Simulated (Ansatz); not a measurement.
Results of the Gaussian-basis code of Ansatz.

A structure relaxed at PBE0-D4/def2-TZVP, charge 0, multiplicity 1:

```xyz
7

C    -0.2199    0.6408    0.7594
Ga    0.0698   -0.6078   -0.7037
F    -1.2944   -1.3841   -1.4855
I     2.2427   -1.2878   -1.6741
H     0.3544    0.3237    1.6308
H     0.1271    1.6321    0.4638
H    -1.2796    0.6831    1.0092
```

Q: Give its formula and SMILES.

A: CH3FGaI, `[CH3][Ga]([F])[I]`.

Q: Summarise the bond lengths by kind.

A: 1 × C–Ga 1.945 Å; 3 × C–H 1.090 to 1.091 Å; 1 × F–Ga 1.754 Å; 1 × Ga–I 2.475 Å.
